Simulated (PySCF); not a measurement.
# One molecule, several mistakes: AlBCGeH6

These are calculations, not measurements. The program is PySCF 2.14.0, an open-source quantum chemistry code, run on an isolated molecule that a program drew, which may never have been made. The molecule is AlBCGeH6 (charge 0, singlet), drawn as the SMILES string `[BH2][GeH]=[CH][AlH2]`.

Each row is a Hartree-Fock (HF) and frozen-core CCSD(T) single point in the cc-pV(D+d)Z basis, meant for a local HF minimum. Run 1 is clean. Each other run has one planted mistake out of seven kinds, and not every kind appears here: one electron removed, one electron added, multiplicity raised by two, geometry at a saddle point, minimal basis STO-3G, one bond length entered in bohr, all coordinates scaled. The reference is restricted for singlets and unrestricted otherwise, and also for a bond in bohr. Adding or removing an electron swaps singlet and doublet. Electrons count all cores. HOMO and LUMO are orbital energies over both spins, the gradient is its largest component, and the lowest frequency (negative if imaginary) is given only where the gradient is small. Bond lengths are over the 9 bonds as drawn. T1 is the CCSD diagnostic: over 0.02 (restricted) or 0.045 (unrestricted) a single reference is doubtful. Germanium has the cc-pVDZ-PP basis, with a core potential (ECP10MDF) in place of its 10 inner electrons, and its 3s, 3p and 3d shells are frozen in CCSD(T).

Geometry of the clean run:
```xyz
10
AlBCGeH6, angstrom
B    -2.6064   -1.5835   -1.7922
Ge   -1.4971   -0.1317   -0.8142
C     0.2904   -0.1144   -0.7592
Al    1.3208    1.2341    0.1490
H    -2.0283   -2.4664   -2.3553
H    -3.8023   -1.5552   -1.8038
H    -2.2524    0.9884   -0.0990
H     0.7618   -0.9411   -1.2891
H     2.9042    1.1899    0.1589
H     0.5612    2.4051    0.8972
```

| run | electrons | basis functions | <S^2> | HOMO (eV) | LUMO (eV) | gradient (hartree/bohr) | lowest frequency (cm^-1) | mean bond (Å) | longest bond (Å) | T1 | HF (hartree) | CCSD(T) (hartree) | mistake |
|---|---|---|---|---|---|---|---|---|---|---|---|---|---|
| 1 | 62 | 104 | 0.000 | -8.48 | -0.02 | 1.4e-05 | 80 | 1.5515 | 2.072 | 0.0167 | -601.25638 | -601.70608 | no fault |
| 2 | 62 | 104 | 1.399 | -8.35 | 0.21 | 4.3e-02 | - | 1.7026 | 2.889 | 0.0616 | -601.16662 | -601.59026 | one bond length entered in bohr |
| 3 | 62 | 104 | 2.017 | -6.82 | -0.61 | 1.1e-01 | - | 1.5515 | 2.072 | 0.0163 | -601.22072 | -601.63479 | multiplicity raised by two |
| 4 | 62 | 104 | 0.000 | -8.14 | -0.06 | 2.5e-02 | - | 1.6244 | 2.170 | 0.0181 | -601.23889 | -601.69707 | all coordinates scaled |
| 5 | 63 | 104 | 0.778 | -1.60 | 5.12 | 4.1e-02 | - | 1.5515 | 2.072 | 0.0190 | -601.28346 | -601.75074 | one electron added |
| 6 | 61 | 104 | 0.756 | -15.30 | -6.54 | 5.7e-02 | - | 1.5515 | 2.072 | 0.0132 | -600.99425 | -601.38859 | ? |

**Which mistake was planted in run 6, and what did it cost?**

It counts 61 electrons, one fewer than the clean run, at the same geometry and basis. So the mistake is: one electron removed. Subtracting run 1 and multiplying by 627.51 kcal/mol a hartree, the energy moved by 164.5 kcal/mol in HF and 199.2 kcal/mol in CCSD(T).

Cautions from the logs. Run 2: T1 is over the limit, so its CCSD(T) energy is less reliable.
